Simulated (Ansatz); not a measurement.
Basis-set extrapolation for BFH$_{7}$NSi$_{2}$, SMILES `B[SiH](F)[SiH2]N` (PBE0-D4/def2-TZVP geometry, frozen core, Ansatz 0.2.0). Multiplicity 1, RHF reference.

```json
{"": "HF", "def2-TZVPP": "-760.668415", "def2-QZVPP": "-760.695634"}
{"": "MP2 correlation", "def2-TZVPP": "-0.805173", "def2-QZVPP": "-0.870591"}
{"": "CCSD(T) correlation", "def2-TZVPP": "-0.890990", "def2-QZVPP": "not run"}
```

Energies in hartree. Use E(X) = E(∞) + A·exp(−7.88·√X) for Hartree–Fock and E(X) = E(∞) + B·X^(−2.97) for correlation, with X = 3 and 4, and add CCSD(T) minus MP2 of the smaller set to the MP2 limit.

Q: What is the CCSD(T) energy at the basis-set limit?

A: HF limit: -760.695634 + (-0.027219) × 0.13774 = -760.69938. MP2 limit: -0.870591 + (-0.065418) × 0.74074 = -0.91905. Higher-order term: -0.890990 − (-0.805173) = -0.08582. Total: -761.70425 hartree, 380.3 kJ/mol below CCSD(T)/def2-TZVPP.
